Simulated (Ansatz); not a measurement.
Reaction (atomization): `O[SiH](F)O[SiH2]Cl` → Cl• + F• + 4 H• + 2 O• + 2 Si•

Calculated with Ansatz (gas phase, PBE0-D4/def2-TZVP geometries, no zero-point term in ΔE). CBS: MP2 limit from def2 TZ/QZ plus the TZ coupled-cluster correction, frozen cores. This one scheme is used for every species, atoms too. DFT in def2-TZVPP. No spin–orbit coupling; open shells (•) take unrestricted orbitals. Spin–orbit coupling would lower the free atoms: a little for Cl, F, O, Si. Each species was taken in one conformer, which may not be the lowest.

`O[SiH](F)O[SiH2]Cl`:

```xyz
10

O    -1.591   -1.352   -0.413
Si   -1.451    0.179    0.093
F    -1.682    0.272    1.663
O     0.031    0.788   -0.196
Si    1.627    0.511   -0.124
Cl    1.952   -1.511    0.122
H    -0.896   -1.981   -0.207
H    -2.467    0.987   -0.583
H     2.220    1.195    1.042
H     2.255    0.912   -1.398
```

Problem. What is ΔE at CCSD(T)/CBS? (Best estimate.)

Solution. Ansatz gave: +932.7 kcal/mol.

Problem. What do these levels give: PBE-D4, PBE0-D4, r2SCAN, r2SCAN0, CCSD(T)/def2-SVP, HF/def2-TZVPP, CCSD/def2-TZVPP, HF/def2-QZVPP, MP2/def2-QZVPP, SCS-MP2/def2-QZVPP, MP2/CBS(def2), CCSD/CBS(def2)? (An estimate is asked.)

Solution. The calculation gave: PBE-D4 926.2, PBE0-D4 910.5, r2SCAN 925.4, r2SCAN0 907.0, CCSD(T)/def2-SVP 844.4, HF/def2-TZVPP 684.9, CCSD/def2-TZVPP 888.9, HF/def2-QZVPP 688.3, MP2/def2-QZVPP 949.1, SCS-MP2/def2-QZVPP 940.6, MP2/CBS(def2) 961.0, CCSD/CBS(def2) 919.5 kcal/mol.

Largest T1 diagnostic among the species: 0.012.

At CCSD(T), def2-SVP lies −88.3 kcal/mol from the extrapolated value and def2-TZVPP −30.6 kcal/mol: correlation converges slowly with the basis, and small sets miss more of it in the bonded molecule than in its fragments. In def2-TZVPP, CCSD(T) changes the Hartree–Fock value by +217.2 kcal/mol (the triples alone add +13.2 kcal/mol) and MP2 by +245.5 kcal/mol; breaking electron pairs costs correlation energy, which Hartree–Fock lacks.

For atomizations the MP2-based limit and the directly extrapolated one differ by several kJ/mol either way, and by 10 to 25 for some Ge, Se and Sn compounds, so smaller differences from it don't rank the levels.
